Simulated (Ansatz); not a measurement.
`CNC#CCF` and `FCC#CC(F)F` differ in one atom or group.

Ansatz, PBE0-D4/def2-TZVP geometries, multiplicity 1. 

| property | `CNC#CCF` |
| --- | --- |
| LUMO energy (PBE/def2-TZVPP) / eV | -0.16 |
| HOMO–LUMO gap (PBE0/def2-TZVPP) / eV | 7.14 |
| HOMO–LUMO gap (PBE/def2-TZVPP) / eV | 5.06 |
| LUMO energy (B3LYP/def2-TZVPP) / eV | 0.40 |
| HOMO–LUMO gap (B3LYP/def2-TZVPP) / eV | 6.59 |
| LUMO energy (PBE0/def2-TZVPP) / eV | 0.74 |

Question: What does the change do to each property? (Estimate.)

Answer: Ansatz gave: 
```json
{"property": "LUMO energy (PBE/def2-TZVPP) / eV", "`FCC#CC(F)F`": "-1.61", "shift": "-1.45"}
{"property": "HOMO–LUMO gap (PBE0/def2-TZVPP) / eV", "`FCC#CC(F)F`": "8.09", "shift": "0.95"}
{"property": "HOMO–LUMO gap (PBE/def2-TZVPP) / eV", "`FCC#CC(F)F`": "5.74", "shift": "0.68"}
{"property": "LUMO energy (B3LYP/def2-TZVPP) / eV", "`FCC#CC(F)F`": "-0.84", "shift": "-1.24"}
{"property": "HOMO–LUMO gap (B3LYP/def2-TZVPP) / eV", "`FCC#CC(F)F`": "7.61", "shift": "1.02"}
{"property": "LUMO energy (PBE0/def2-TZVPP) / eV", "`FCC#CC(F)F`": "-0.58", "shift": "-1.32"}
```

With PBE0 the HOMO falls by 2.28 eV and the LUMO falls by 1.32 eV, so the gap widens by about 0.96 eV. PBE moves the HOMO by -2.14 eV and ωB97M-V by -2.36 eV.

B3LYP here is the variant with VWN-RPA as its local correlation; programs differ in this.
